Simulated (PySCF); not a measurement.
# Property card for `C=C1CC[C@@H](C1)N`

Species: C₆H₁₁N.
Geometry (GFN2-xTB, Å), atoms numbered from 1 in this order:
```xyz
18
C6H11N angstrom
C     -2.2211    0.9250   -0.1208
C     -1.0662    0.2874   -0.1887
C     -0.7701   -1.0512    0.4383
C      0.6517   -1.3987   -0.0122
C      1.3193   -0.0435   -0.2760
N      1.8594    0.4852    0.9646
C      0.1722    0.7918   -0.8779
H     -2.3677    1.8886   -0.5788
H     -3.0696    0.5045    0.3919
H     -0.8241   -0.9704    1.5269
H     -1.4962   -1.8053    0.1329
H      1.2039   -1.9639    0.7356
H      0.6237   -1.9756   -0.9369
H      2.1589   -0.1362   -0.9726
H      1.1133    0.6093    1.6412
H      2.2875    1.3913    0.8090
H      0.0987    0.6037   -1.9522
H      0.3177    1.8642   -0.7359
```

Among its groups: C=C double bond and amine.

GFN2-xTB geometry:

```
Point group of the GFN2-xTB geometry                  : C1
Rotational constants A, B, C of the GFN2-xTB geometry : 4.439, 2.231, 1.862 GHz
```

**PBE0/def2-SVPD ground state and vertical TDDFT (core frozen in the response) (PySCF)**

```
Dipole moment                                                     : 0.78 D
HOMO energy                                                       : -6.72 eV
LUMO energy                                                       : 0.16 eV
HOMO–LUMO gap                                                     : 6.88 eV
Lowest singlet excitation                                         : 5.88 eV (211 nm, f = 0.019)
Strongest line among the 8 lowest singlet transitions             : S4 at 6.71 eV (185 nm, f = 0.208)
Lowest triplet excitation (Tamm–Dancoff)                          : 4.12 eV
Static isotropic polarisability                                   : 77.6 au
Electronic spatial extent ⟨r²⟩ about the centre of nuclear charge : 763 bohr²
```

PBE0/pcSseg-1 ground state and GIAO shieldings, non-relativistic (PySCF):

```
Lowest Hirshfeld atomic charge                              : -0.24 e on N6
Highest Hirshfeld atomic charge                             : +0.11 e on H16
13C chemical shifts (computed TMS as zero) by class         : 160.3 (C2), 115.1 (C1), 58.0 (C5), 50.6 (C7), 37.2 (C4), 32.5 (C3) ppm
1H chemical shifts (computed TMS as zero) by class          : 5.47 (H8), 5.44 (H9), 3.37 (H14), 2.83 (H17), 2.60 (H10), 2.59 (H11), 2.06 (H18), 1.91 (H13), 1.85 (H12), 0.69 (H15/H16) ppm
Isotropic shieldings of nuclei other than C and H, by class : 212 (N6) ppm
Mayer bond orders between heavy atoms                       : C1–C2 2.03, C2–C3 1.00, C3–C4 1.02, C4–C5 1.01, C5–N6 1.02, C5–C7 0.98, C7–C2 0.98
```

Monoisotopic mass from the formula: 97.0891 u.

The rotational constants make it an asymmetric top with κ = (2B − A − C)/(A − C) = -0.71, nearer the prolate limit (−1). The polarisability is 11.50 Å³ as a volume (1 au = 0.148185 Å³), or 1.44 au for each of the 54 electrons. No computed singlet falls in the visible range (750 to 380 nm, 1.65 to 3.26 eV); S1 lies 2.62 eV above its blue end. S1 lies 1.00 eV below the HOMO–LUMO gap; its leading configuration is HOMO→LUMO, weight 0.89. With B = h/(8π²I), that is 505.379 GHz u Å² over I, the principal moments of inertia are 113.8, 226.5 and 271.5 u Å² (most abundant isotopes).

Geometry: GFN2-xTB, one conformer, isolated molecule. NMR classes are plain means over equivalent atoms (diastereotopic ones count apart unless rotation or inversion swaps them), as if these changed places fast; in this geometry the members of some classes differ.

For the NMR shielding job (PBE0/pcSseg-1), hardware: Arm Neoverse V1, one thread, on a shared host. Cost: 34 s wall.
